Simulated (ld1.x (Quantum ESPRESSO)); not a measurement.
## Transferability test, PAW potential for Pm

ld1.x (Quantum ESPRESSO) 7.5 input, shortened:

```
&input
   title='Pm', zed=61., rel=2, dft='PBE', iswitch=3,
   config='[Xe] 4f5 5d0 6s1.5 6p0.5', rel_dist='average'
 /
 &inputp
   pseudotype=3, lpaw=.true., tm=.true., lloc=-1, rcloc=2.15,
   nlcc=.true., new_core_ps=.true.,
   which_augfun='BESSEL', rmatch_augfun=0.80
 /
8
5S  1  0   2.00   0.00  1.95  2.15  0.0
6S  2  0   1.50   0.00  1.95  2.15  0.0
5P  2  1   6.00   0.00  2.20  2.60  0.0
6P  3  1   0.50   0.00  2.20  2.60  0.0
5D  3  2   0.00   0.00  3.10  3.95  0.0
5D  3  2   0.00   0.35  3.10  3.95  0.0
4F  4  3   5.00   0.00  0.90  1.10  0.0
4F  4  3   0.00   3.15  0.90  1.10  0.0
 &test
   configts(1)='4f5 5s2 5p6 5d0 6s1.5 6p0.5'
 /
```

Open shells are filled in proportion to 2j + 1 (rel_dist='average').

Energies are relative to the spin-unpolarised reference configuration 4f5 5s2 5p6 5d0 6s1.5 6p0.5; without spin polarisation the order of configurations can differ from experiment. Not all tests gave a result: test run stopped at test 5 of 7 (negative rho).

Give the all-electron excitation energy and the error of the potential for: 4f5 5s2 5p6 5d0 6s2 6p0; 4f5 5s2 5p6 5d0 6s1 6p0; 4f5 5s2 5p6 5d0 6s0 6p0; 4f5 5s2 5p6 5d1 6s0 6p0.

```json
{"valence configuration": "4f5 5s2 5p6 5d0 6s2 6p0", "charge": "0", "ΔE all-electron (eV)": "-1.172", "error AE − PS (meV)": "-0.1"}
{"valence configuration": "4f5 5s2 5p6 5d0 6s1 6p0", "charge": "+1", "ΔE all-electron (eV)": "4.702", "error AE − PS (meV)": "-3.1"}
{"valence configuration": "4f5 5s2 5p6 5d0 6s0 6p0", "charge": "+2", "ΔE all-electron (eV)": "15.642", "error AE − PS (meV)": "-15"}
{"valence configuration": "4f5 5s2 5p6 5d1 6s0 6p0", "charge": "+1", "ΔE all-electron (eV)": "5.938", "error AE − PS (meV)": "-7.2"}
```

Levels in the configuration 4f5 5s2 5p6 5d0 6s1 6p0:

| level | all-electron (eV) | pseudo (eV) |
| --- | --- | --- |
| 4f j=5/2 | -8.411 | -8.331 |
| 4f j=7/2 | -7.939 | -7.861 |
| 5s j=1/2 | -47.872 | -47.888 |
| 5p j=1/2 | -31.007 | -30.973 |
| 5p j=3/2 | -27.732 | -27.709 |
| 6s j=1/2 | -8.308 | -8.314 |

The ghost test of this file was not conclusive.
